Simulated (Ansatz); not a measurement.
Two isomers of C3H7NSi: A = `CC[SiH2]C#N`, B = `C[SiH2]C1C=N1`.

Gas-phase electronic energies from Ansatz, PBE0-D4/def2-TZVP geometries. CCSD(T)/CBS is the MP2 limit (def2-TZVPP, def2-QZVPP) plus CCSD(T) − MP2 in def2-TZVPP, frozen cores. DFT in def2-TZVPP. B3LYP here is the variant with VWN-RPA as its local correlation; programs differ in this. One conformer a species, not always the lowest.

A:

```xyz
12

C     1.231   -0.545   -0.760
C    -0.036   -0.957   -0.016
Si   -0.781    0.415    1.006
C    -1.171    1.834   -0.126
N    -1.395    2.694   -0.858
H     1.636   -1.378   -1.338
H     2.011   -0.213   -0.069
H     1.036    0.275   -1.454
H     0.165   -1.795    0.661
H    -0.801   -1.308   -0.716
H     0.165    0.948    2.015
H    -2.058    0.031    1.654
```

B:

Z-matrix (Å, degrees):
```
C
Si 1 1.868
H 1 1.092 2 110.2
H 1 1.092 2 111.1 3 -120.2
H 1 1.093 2 110.8 3 119.6
C 2 1.871 1 111.1 3 -58.6
H 2 1.492 1 110.1 3 -179.0
H 2 1.490 1 110.6 3 61.1
N 6 1.565 2 117.7 1 69.4
C 6 1.453 2 123.5 1 125.9
H 6 1.091 2 117.8 1 -71.8
H 10 1.083 6 150.1 2 81.4
```

Problem. Which isomer does CCSD(T)/CBS put lower? Give the gap. (Best estimate.)

Solution. Computed: A, by 206.7 kJ/mol.

Problem. Give E(B) − E(A) in kJ/mol with B3LYP-D4, B3LYP, CCSD(T)/def2-SVP, CCSD(T)/def2-TZVPP, LDA (SPW92), PBE-D4, BLYP-D4. (Best estimate.)

Solution. The calculation gave: B3LYP-D4 204.2, B3LYP 204.8, CCSD(T)/def2-SVP 211.9, CCSD(T)/def2-TZVPP 210.8, LDA (SPW92) 164.5, PBE-D4 178.9, BLYP-D4 201.2. None reverses the order clearly.

Problem. Does the order hold for the free energy at 298.15 K (harmonic terms from PBE0-D4)? (Estimate.)

Solution. The calculation gave: Yes: G(B) − G(A) = +201.6 kJ/mol, for one conformer each. Modes under 60 cm⁻¹, often nearly free rotors, make the harmonic entropy too high.

Largest T1 diagnostic: 0.012.

In def2-TZVPP, CCSD(T) changes the Hartree–Fock value by −27.5 kJ/mol (the triples alone add −4.8 kJ/mol) and MP2 by −25.2 kJ/mol. From BLYP to BHLYP (50 % exact exchange), in def2-TZVPP and without D4, E(B) − E(A) moves by +11.8 kJ/mol.
